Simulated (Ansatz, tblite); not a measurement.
Removing an electron: [Cu(OH)4]- (CuO4H4⁻). Charge -1, multiplicity 1. Geometry: PBE0-D4/def2-SVPD. Ansatz, gas phase; energy differences of separate SCF runs; the oxidised species was run as a doublet alone.

```xyz
9

Cu    0.0001    0.0000    0.0000
O    -1.3110   -1.2673    0.1286
H    -1.4935   -1.2378    1.0738
O     0.1073   -0.2937   -1.8011
H    -0.5614   -0.9784   -1.9087
O     1.3111    1.2673   -0.1287
H     1.4933    1.2378   -1.0738
O    -0.1072    0.2937    1.8010
H     0.5614    0.9784    1.9088
```

The xTB rows come from tblite. HOMO above LUMO, or a gap near zero within one spin, warns that the state may not be the lowest or that an electron is smeared out.

(1) Estimate orbital energies and vertical ionisation energies at: GFN1-xTB; GFN2-xTB; r2SCAN-D4/def2-TZVPD; PBE0-D4/def2-TZVPD.

Answers

(1) 
```json
{"level": "GFN1-xTB", "−HOMO (eV)": "4.91", "vertical IE (eV)": "8.15", "−LUMO (eV)": "2.40", "HOMO–LUMO gap (eV)": "2.51", "remarks": "–"}
{"level": "GFN2-xTB", "−HOMO (eV)": "5.95", "vertical IE (eV)": "9.31", "−LUMO (eV)": "3.26", "HOMO–LUMO gap (eV)": "2.69", "remarks": "–"}
{"level": "r2SCAN-D4/def2-TZVPD", "−HOMO (eV)": "1.21", "vertical IE (eV)": "4.19", "−LUMO (eV)": "-0.92", "HOMO–LUMO gap (eV)": "2.13", "remarks": "gap within one spin near zero (doublet)"}
{"level": "PBE0-D4/def2-TZVPD", "−HOMO (eV)": "2.84", "vertical IE (eV)": "4.83", "−LUMO (eV)": "-1.76", "HOMO–LUMO gap (eV)": "4.60", "remarks": "–"}
```

Relaxing the oxidised species (PBE0-D4/def2-SVPD) changes its energy by -0.41 eV at PBE0-D4/def2-TZVPD, so the adiabatic ionisation energy to this nearest minimum is 4.42 eV.  Run but left out: PBE-D4/def2-TZVPD (neutral doublet: an occupied level 0.01 eV above an empty one).  Raw xTB energy differences between charge states are shifted by several eV; the methods need an empirical correction for them.
